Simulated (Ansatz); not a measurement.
`BCC(C)=O` + `CBO` → `CBOC(C)=O` + `BC` at 500 K and 1 bar (substitution at a C–C bond).

Gas-phase electronic energies from Ansatz, PBE0-D4/def2-TZVP geometries. CCSD(T)/CBS adds triple-zeta CCSD(T) − MP2 to the extrapolated MP2 energy (def2 sets, frozen cores). This one scheme is used for every species. Each species was taken in one conformer, which may not be the lowest.

| species | CCSD(T)/CBS energy (Eh) | H − E (kJ/mol) | S (J/(mol·K)) |
| --- | --- | --- | --- |
| `BCC(C)=O` | -218.31379 | 292.7 | 394.4 |
| `CBO` | -141.08489 | 198.4 | 313.3 |
| `CBOC(C)=O` | -293.56968 | 316.8 | 432.5 |
| `BC` | -65.83255 | 172.2 | 281.8 |

H − E and S are ideal-gas, rigid-rotor, harmonic terms from PBE0-D4/def2-TZVP, for one conformer and one mirror image of each species. 1 Eh = 2625.50 kJ/mol, R = 8.31446 J/(mol·K).

Q: By hand: ΔE, ΔH, ΔS and ΔG.

A: ΔE = (-293.56968) + (-65.83255) − (-218.31379) − (-141.08489) = -0.00355 Eh = -9.3 kJ/mol. Δ(H − E) = 316.8 + 172.2 − 292.7 − 198.4 = -2.1, so ΔH = -11.4 kJ/mol. ΔS = 432.5 + 281.8 − 394.4 − 313.3 = 6.6 J/(mol·K). ΔG = -11.4 − 500 × (6.6)/1000 = -14.7 kJ/mol.

Q: By hand: the equilibrium constant, and the temperature at which ΔG would vanish if ΔH and ΔS stayed fixed.

A: log₁₀ K = −ΔG/(RT ln 10) = 1.5. ΔH and −TΔS have one sign here, so there is no such temperature.

The number of gas molecules stays the same, so ΔS is small and ΔH decides. A doubt of 5 kJ/mol in ΔE shifts log₁₀ K by 0.5 here. Other conformers and mirror images would add mixing entropy, several J/(mol·K) or more a flexible species. These are equilibria of isolated gas molecules and say nothing of rates. Largest T1 diagnostic: 0.014 (customary marks: 0.02 for closed shells, 0.045 for open ones).

ΔS is within the doubt of such terms, so its sign, and with it that verdict, could turn.
